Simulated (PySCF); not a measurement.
The numbers are results of PySCF 2.14.0 with r2SCAN-D4/def2-TZVP // r2SCAN-D4/def2-SVP, not measurements. Gas-phase values, no solvent. One relaxed conformer stands for a flexible species; it need not be the lowest. Excitations are Tamm–Dancoff values on a coarser integration grid. The basis has no diffuse functions, so Rydberg states are missing or too high.

Reference species (SMILES): `[SiH3][GeH2][GeH2][SiH3]` (Si–Ge–Ge–Si torsion 178°) (neutral, multiplicity 1).

```
Item                                           Result
-------------------------------------------  --------
HOMO–LUMO gap                                 5.86 eV
T1 excitation (TDA)                           5.25 eV
LUMO                                         -0.99 eV
brightest of the four lowest singlets (TDA)   6.47 eV
```

Changed species: `[SiH3][GeH2][SiH3]` (n = 1; the reference has n = 2).

Question: Give the shifts of the HOMO–LUMO gap, T1 excitation (TDA), LUMO and brightest of the four lowest singlets (TDA).

Answer: the HOMO–LUMO gap goes up by 0.64 eV, to 6.50 eV; the T1 excitation (TDA) rises by 0.53 eV, to 5.78 eV; the LUMO increases by 0.35 eV, to -0.64 eV; the brightest of the four lowest singlets (TDA) goes up by 0.61 eV, to 7.08 eV.
